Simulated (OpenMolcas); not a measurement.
## Gd3+: moving the ligands

Gd3+ with its 6 nearest fluoride ions at 2.224 Å, on the Y site of Cs2NaYF6 (a = 9.075 Å, distance in the model lattice 2.178 Å). The rest of the host is ab initio model potentials to 7.6 Å, with orthogonalisation functions on the cations behind the ligands, and point charges beyond; the distance is set by hand and nothing relaxes. Ligand basis ANO-RCC-VDZP.

```json
{
 "Program": "OpenMolcas",
 "Method": "CASSCF",
 "Basis": "ANO-RCC-VDZP [7s6p4d2f1g]",
 "Scalar Hamiltonian": "DKH2, point nucleus",
 "Active space": "7 electrons in 7 orbitals (4f)",
 "State averaging": "2S+1 = 8 odd, 1 root; 2S+1 = 6 odd, 16 roots kept (CI in the orbitals of an earlier block)",
 "Spin-orbit coupling": "RASSI with atomic mean-field integrals over the reference wave functions"
}
```

Runs around this geometry, states (labels of O, the rotations of Oh). Energies in cm-1 above the lowest state or level, χT in cm3 K/mol.

| R (Å) | Ground state | χT at 300 K |
| --- | --- | --- |
| 2.178 | 8A1 | 7.851 |
| 2.224 | 8A1 | 7.851 |
| 2.248 | 8A1 | 7.851 |

No quartet enters the spin-orbit mixing, so the splitting and order within the octet and the sextets are unsound, and g values and χT are rough. No measured value stands beside these numbers; the geometry was set by hand and not optimised.
